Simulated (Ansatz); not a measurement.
One change: `FCB[O][GaH2]` becomes `C[Se]BCF`.

Ansatz, PBE0-D4/def2-TZVP geometries, multiplicity 1. Each molecule was computed in one conformer, which needn't be the lowest. `FCB[O][GaH2]` holds a close contact that its SMILES doesn't draw: Ga···F 2.18 Å.

Scalar relativity is left out up to krypton. Spin–orbit coupling is left out; it splits and shifts lone-pair levels of the heavy atoms by tenths of an eV.

```tsv
property	`FCB[O][GaH2]`
HOMO energy (ωB97M-V/def2-TZVPP) / eV	-10.45
HOMO–LUMO gap (PBE/def2-TZVPP) / eV	5.38
size of the dipole moment (B3LYP/def2-TZVPP) / D	1.90
size of the dipole moment (ωB97M-V/def2-TZVPP) / D	1.90
HOMO energy (B3LYP/def2-TZVPP) / eV	-7.90
HOMO energy (PBE/def2-TZVPP) / eV	-6.66
```

Question: What does the change do to each property? (An estimate is asked.)

Answer: The calculation gave: 
```json
{"property": "HOMO energy (ωB97M-V/def2-TZVPP) / eV", "`C[Se]BCF`": "-9.51", "shift": "0.94"}
{"property": "HOMO–LUMO gap (PBE/def2-TZVPP) / eV", "`C[Se]BCF`": "4.24", "shift": "-1.14"}
{"property": "size of the dipole moment (B3LYP/def2-TZVPP) / D", "`C[Se]BCF`": "2.51", "shift": "0.61"}
{"property": "size of the dipole moment (ωB97M-V/def2-TZVPP) / D", "`C[Se]BCF`": "2.42", "shift": "0.52"}
{"property": "HOMO energy (B3LYP/def2-TZVPP) / eV", "`C[Se]BCF`": "-7.16", "shift": "0.74"}
{"property": "HOMO energy (PBE/def2-TZVPP) / eV", "`C[Se]BCF`": "-6.30", "shift": "0.36"}
```

With PBE0 the HOMO rises by 0.72 eV and the LUMO falls by 0.79 eV, so the gap narrows by about 1.51 eV. PBE moves the HOMO by 0.36 eV and ωB97M-V by 0.94 eV. Dipoles are sizes alone; their direction can turn.

Positive LUMOs are unbound, so they and the gaps depend on the basis.

B3LYP here is the variant with VWN-RPA as its local correlation; programs differ in this.
